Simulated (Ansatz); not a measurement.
The cluster CuBr₂, relaxed as a quartet with UKS PBE-D4/def2-TZVP in Ansatz, starting from the PBE-D4/def2-TZVP geometry of the neutral doublet. Force threshold 0.02 eV/Å.

An occupied level of the charge 0 quartet lies above an empty one (by up to 0.08 eV), so this SCF solution is probably not the lowest. The gap within one spin of the charge 0 quartet nearly closes, so an electron or hole may be smeared out by delocalisation error. The relaxation made no stability test and no search for a lower SCF solution. At PBE-D4/def2-TZVP a doublet of charge 0 lies 3.77 eV below the quartet, each at its own geometry. That doublet is doubtful there (an occupied level 0.01 eV above an empty one). The structure comes from a short search, and lower isomers may exist.

Start:

```xyz
3

Cu   -0.0075   -0.0030    0.0053
Br   -0.8767   -0.9896   -1.7833
Br    0.8842    0.9926    1.7781
```

Q: Estimate the energy that the relaxation releases and the steps that it takes.

A: 121.3 kJ/mol, in 13 steps; 21 s on 4 threads of Arm Neoverse V2 on a shared host. No frequencies were taken in this run, so the end may be a saddle point.

Q: Does the start keep its bonding and symmetry?

A: By distances, no bond broke or formed. The bond that changes most is Cu1–Br2, from 2.22 to 2.43 Å (atoms count from 1). Point group D∞h at the start, C2v at the end, both within 0.05 Å.

Q: Predict the relaxed structure.

A: 
```xyz
3

Cu   -0.9534   -0.3747    0.6799
Br   -0.1482   -0.5161   -1.6038
Br    1.1015    0.8908    0.9239
```
Bond lengths: 2 × Br–Cu 2.43 Å.
